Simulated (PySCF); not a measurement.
Start geometry of `O=CN[SiH2][GeH2][GeH3]` from GFN2-xTB (Å):
```
atom  x, y, z in Å
O1    -1.0486    0.6397   -0.9878
C2    -1.9251    0.7900   -0.1416
N3    -1.9475    0.1400    1.0169
Si4   -0.6165   -0.9978    1.4680
Ge5    0.8778   -1.0512   -0.3043
Ge6    2.1059    0.9167   -0.8467
H7    -2.7579    1.4857   -0.2859
H8    -2.6786    0.3417    1.6433
H9    -1.4002   -2.2289    1.7561
H10   -0.1798   -0.4599    2.7624
H11    1.9195   -2.1047    0.1087
H12    0.2969   -1.6882   -1.5126
H13    2.8165    1.4771    0.3417
H14    3.1908    0.6639   -1.8350
H15    1.3313    2.0584   -1.3848
```

Task: What comes out of this run: PBE0-D3(BJ)/def2-SVP geometry optimisation, gas phase (PySCF)?

Result: 
```
atom  x, y, z in Å
O1    -1.2941    0.7296   -1.1596
C2    -2.0367    0.8667   -0.2133
N3    -1.9120    0.2308    0.9833
Si4   -0.6399   -0.9553    1.3931
Ge5    0.9486   -1.1574   -0.3610
Ge6    2.1638    0.8984   -0.7344
H7    -2.9150    1.5544   -0.2555
H8    -2.6305    0.4561    1.6643
H9    -1.3201   -2.2495    1.7114
H10    0.0094   -0.4779    2.6537
H11    1.9590   -2.2180    0.1525
H12    0.3015   -1.7148   -1.6363
H13    2.7530    1.3808    0.6074
H14    3.3386    0.6441   -1.6995
H15    1.2587    1.9954   -1.3091
```

The energy falls by 9.2 kcal/mol over 11 energy and gradient evaluations, the largest force component goes from 0.0275 to 4.4e-04 Eh/bohr, and the atoms move by 0.167 Å rms after alignment. The bond that changes most is Si4–Ge5 (ends: SiH2 silicon; germanium bonded to Ge, Si and 2 H), which lengthens by 0.056 Å. Bonds longer at the end by more than 0.005 Å: 12 of 14; shorter: 2. Among the angles that change most is Ge5–Si4–H10, from 119.4° to 111.0°. Among the dihedrals that turn most is H9–Si4–Ge5–H12, from 45° to 57°. Rotational constants go from 1923, 797.7, 652.0 to 1664, 780.7, 630.5 MHz. The orientation of the end geometry is arbitrary; only internal coordinates are fixed.

The run used 169 basis functions and 78 SCF cycles in all.

No frequency check. One conformer, not necessarily the lowest.
